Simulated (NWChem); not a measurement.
Molecule: C4H5FO; SMILES C=C=C(F)OC

```xyz
11

C      0.6670    -2.2354     0.0000
C      0.0712    -1.0692     0.0000
C     -0.5408     0.0962     0.0000
F     -1.8592     0.2018     0.0000
O      0.0003     1.3144     0.0000
C      1.4051     1.3790     0.0000
H      0.9286    -2.7541     0.9324
H      0.9286    -2.7541    -0.9324
H      1.6715     2.4427     0.0000
H      1.8257     0.8910     0.8956
H      1.8257     0.8910    -0.8956
```
Atoms are numbered in this order, from 1.

Level: PBE0/def2-SVP (NWChem), optimised geometry, unscaled harmonic frequencies. 

List the harmonic frequencies with IR intensities, and the thermochemistry.


```tsv
frequency (cm⁻¹)	IR intensity (km/mol)
121	2.9
155	0.6
190	6.3
207	1.2
313	2.9
512	13.9
605	11.7
617	1.5
664	3.8
804	40.6
955	29.4
1021	1.1
1143	8.7
1179	0.7
1202	0.9
1355	268.3
1356	285.9
1458	12.4
1464	41.2
1481	19.5
1530	185.6
2122	174.0
3039	26.9
3111	19.8
3125	22.2
3194	3.0
3195	9.4
```

The zero-point energy comes out as 51.6 kcal/mol, the thermal correction to the enthalpy at 298.15 K (with zero-point energy) comes out as 56.3 kcal/mol and the heat capacity Cv is 21.9 cal/(mol K). The entropy at 298.15 K and 1 atm (symmetry number 1) is 79.9 cal/(mol K) and the dipole moment is 2.64 D.

Rigid rotor and harmonic oscillator.
